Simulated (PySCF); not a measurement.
**Computed properties of Be(I)(SiH3) (BeH3ISi), SMILES [SiH3][Be][I]**

Be(I)(SiH3) (BeH3ISi), SMILES [I][Be][SiH3]. The structure is a stationary point at B3LYP-D3(BJ)/def2-TZVP. The def2 effective core potentials stand for the cores of I; spin–orbit coupling is left out. One conformer was computed; it need not be the lowest. All values are computed for the isolated molecule unless a solvent is named; none is compared with measurement here.

**Structure.** The optimised structure has C3v symmetry. All 12 harmonic modes at B3LYP-D3(BJ)/def2-TZVP (PySCF) are real, so it is a minimum. With heavy atoms numbered as in [Be:1]([I:2])[SiH3:3], the shortest bond between them is Be1–Si3 at 2.172 Å and the longest Be1–I2 at 2.172 Å.

**Vibrations.** The strongest infrared lines (harmonic, unscaled, degenerate partners summed) lie at 831 cm⁻¹ (301 km/mol, Be 80 %, H 17 %), 2198 cm⁻¹ (184 km/mol, H 96 %), 891 cm⁻¹ (104 km/mol, H 75 %, Si 12 %, Be 12 %). The softest mode is at 149 cm⁻¹ and the zero-point energy is 16.7 kcal/mol.

**Electronic structure.** PBE0/def2-TZVPD (PySCF) places the frontier levels at -8.17 and -1.52 eV, a gap of 6.65 eV, and gives a dipole moment of 0.12 D and a mean polarisability of 85.0 bohr³.

**Excitations.** TDA-PBE0/def2-SVPD (PySCF) has S1 at 5.25 eV (236 nm, f = 0.000, dark); the most intense of the 10 singlets computed lies at 6.22 eV (f = 0.25). Strengths of degenerate partners are summed. T1 (TDA) is at 4.33 eV, 0.92 eV under S1. No vertical singlet excitation falls in the visible range (under 3.1 eV).
